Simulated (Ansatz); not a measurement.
Ansatz (an electronic-structure program) input:
A basis named .json is the Basis Set Exchange file of that set.

Ansatz 0.2 input:
```yaml
crystal:
  periodic: [false, false, false]
  atoms:
    - {symbol: Hg, position_ang: [0.00000000, 0.00000000, 0.00000000]}
    - {symbol: Cl, position_ang: [0.00000000, 0.00000000, 2.27953453]}
    - {symbol: Cl, position_ang: [-0.00000000, -0.00000000, -2.27953453]}
basis:
  gaussian:
    orbitals: def2-QZVPP.json
hamiltonian:
  xc: hf
total_charge: 1
magnetization: {spin_polarized: true, initial_magnetization: 1}
```

Question: Which total energy does the run end on?

Answer: -1071.26657 Eh (HF/def2-QZVPP). The basis has 228 functions.

The spin state was set by rule; other spins were not relaxed.
